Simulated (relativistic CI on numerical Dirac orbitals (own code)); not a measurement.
# L2,3 absorption of copper in several valence states

Computed multiplet spectra 2p⁶3dⁿ → 2p⁵3dⁿ⁺¹ (Dirac-Coulomb-Breit ions, Slater integrals scaled by 0.8, an assumed crystal field that grows with the charge, no charge transfer; 300 K; Lorentzian 0.4 eV and Gaussian 0.3 eV FWHM at both edges, so that L2 comes out sharper than in experiment). Peaks over 5 % are given in eV from the highest peak in the L3 region of each spectrum (height, largest 100). S of the lowest state is read from ⟨S²⟩, and the branching ratio is the share of L3, cut at the minimum between the edges.

Field parameters in Wybourne normalisation: Oh B⁴₀ = 21Dq, B⁴₄ = √(5/14) B⁴₀. The field is a parameter set, without covalency.

- Cu²⁺ (d9, Oh, 10Dq = 13450 cm⁻¹): S = 0.50, branching ratio 0.73; peaks 0.0 (100), 20.1 (36)
- Cu³⁺ (d8, Oh, 10Dq = 17350 cm⁻¹): S = 1.00, branching ratio 0.74; peaks 0.0 (100), 2.5 (23), 20.3 (25), 21.6 (24)
- Cu⁴⁺ (d7, Oh, 10Dq = 21300 cm⁻¹): S = 1.50, high spin, branching ratio 0.83; peaks -5.0 (71), -3.7 (17), -2.5 (74), -1.7 (79), 0.0 (100), 1.8 (15), 2.4 (10), 3.4 (6), 18.8 (20), 19.9 (20), 20.9 (25), 22.4 (6)

The centroid of the whole edge, which also moves with the branching ratio, lies at 937.5 (Cu²⁺), 941.1 (Cu³⁺), 941.9 (Cu⁴⁺) eV in this ionic model, in steps of 0.8 to 3.6 eV. Compounds show about 1 to 2 eV a unit and lower energies for the high valences, since ligands screen the charge. The multiplet shape follows the d count and the spin state, and so serves as a fingerprint of valence. Real compounds of Cu⁴⁺ are mostly low spin, since covalency shrinks the Slater integrals more than this scale does.
